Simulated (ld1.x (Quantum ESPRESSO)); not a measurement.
# An all-electron radial function and its pseudo partner (Ir (Z = 77))

Columns: radius, all-electron u(r) and pseudo u(r) of the 5s shell (level -99.90 eV) of iridium in the configuration [Kr] 4d10 4f14 5s2 5p6 5d7 6s1 6p1; PBE, scalar-relativistic, TM scheme, ld1.x (Quantum ESPRESSO) 7.5.

```csv
r (bohr),all-electron,pseudo
0.098,0.1981,0.1289
0.195,0.1726,0.2586
0.292,-0.5729,0.3920
0.390,-0.5703,0.5318
0.488,-0.0646,0.6759
0.585,0.4932,0.8177
0.682,0.9056,0.9485
0.780,1.1357,1.0530
0.878,1.2106,1.1116
0.975,1.1790,1.1113
1.072,1.0851,1.0532
1.170,0.9592,0.9495
1.268,0.8243,0.8227
1.365,0.6950,0.6949
1.463,0.5757,0.5757
1.560,0.4721,0.4721
1.658,0.3827,0.3827
1.755,0.3086,0.3086
1.852,0.2472,0.2472
1.950,0.1966,0.1966
2.047,0.1561,0.1561
2.145,0.1232,0.1232
2.242,0.0972,0.0972
2.340,0.0763,0.0763
2.438,0.0598,0.0598
2.535,0.0468,0.0468
```

Question: How many radial nodes do the two functions have?

Answer: The all-electron 5s function has n − l − 1 = 4 (the table is too coarse to show those close to the nucleus); the pseudo-wave has 0, since the states of the same l below it are removed with the core.

Question: At about which radius was the pseudo-wave matched?

Answer: 1.45 bohr, where the columns begin to agree (steps of 0.10 bohr).

Question: Where does each function peak?

Answer: Outermost all-electron maximum near 0.88 bohr, pseudo maximum near 0.88 bohr (to the table’s step).

Question: Is the pseudo-wave norm-conserving?

Answer: Yes: the TM scheme keeps the norm inside the radius equal to the all-electron one, which fixes the energy derivative of the logarithmic derivative at the level.
